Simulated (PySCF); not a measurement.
Computed with B3LYP-D3(BJ)/def2-TZVP // TPSS-D3(BJ)/def2-SVP (PySCF). Gas-phase values, no solvent. B3LYP has the VWN-RPA correlation part, as in Gaussian. 

Reference species: [Mo(Cl)6] (neutral, multiplicity 1).

```yaml
HOMO: -8.91 eV
coordination_number: 6
mean_distance_from_the_central_atom_to_its_bonded_neighbours: 2.314 Å
```

Changed species: [Mo(F)6] (6 of 6 Cl replaced by F; the reference has 0 of 6 Cl replaced by F).

Problem. Give the shifts of the HOMO, coordination number and mean distance from the central atom to its bonded neighbours.

Solution. the HOMO drops by 3.60 eV, to -12.51 eV; the coordination number stays essentially unchanged; the mean distance from the central atom to its bonded neighbours drops by 0.475 Å, to 1.839 Å.
